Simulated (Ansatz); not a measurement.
BClGeH5N. The species carries charge 0 and has multiplicity 1. The bonds changed during the relaxation, so this is another structure than the one it started from.

Z-matrix (Å, degrees):
```
B
Cl 1 1.961
Ge 1 2.031 2 78.1
H 1 1.193 2 110.5 3 113.4
H 1 1.195 2 110.2 3 -110.3
N 3 1.789 1 124.2 2 -92.5
H 3 1.540 1 129.2 2 67.8
H 6 1.006 3 122.7 1 148.9
H 6 1.006 3 120.9 1 -10.0
```

Task: List the harmonic frequencies (cm⁻¹, unscaled) at PBE0-D4/def2-TZVP in Ansatz. (Estimate.)

Result: Computed: 118, 157, 161, 353, 364, 465, 570, 585, 643, 726, 765, 819, 873, 958, 1132, 1569, 2147, 2576, 2676, 3610, 3722.

Task: Is this a minimum?

Result: Yes, all 21 modes are real.

Task: Give the ideal-gas thermochemistry at 298.15 K and 1 bar (rigid rotor, harmonic oscillator; point group C1, symmetry number 1).

Result: Zero-point energy 149.5 kJ/mol; H(298) − E = 169.3 kJ/mol; entropy 339.2 J/(mol·K), of which translation 170.3, rotation 111.7, vibration 57.2; G(298) − E = 68.2 kJ/mol.

Task: And at 400, 500, 600, 800 and 1000 K?

Result: 
```json
{"T (K)": "400", "H − E (kJ/mol)": "180.8", "S (J/mol/K)": "372.0", "G − E (kJ/mol)": "32.0"}
{"T (K)": "500", "H − E (kJ/mol)": "193.5", "S (J/mol/K)": "400.3", "G − E (kJ/mol)": "-6.7"}
{"T (K)": "600", "H − E (kJ/mol)": "207.3", "S (J/mol/K)": "425.5", "G − E (kJ/mol)": "-48.0"}
{"T (K)": "800", "H − E (kJ/mol)": "237.3", "S (J/mol/K)": "468.5", "G − E (kJ/mol)": "-137.5"}
{"T (K)": "1000", "H − E (kJ/mol)": "269.7", "S (J/mol/K)": "504.7", "G − E (kJ/mol)": "-235.0"}
```

Task: Rotational constants (cm⁻¹)?

Result: 0.2424, 0.07406, 0.06703.
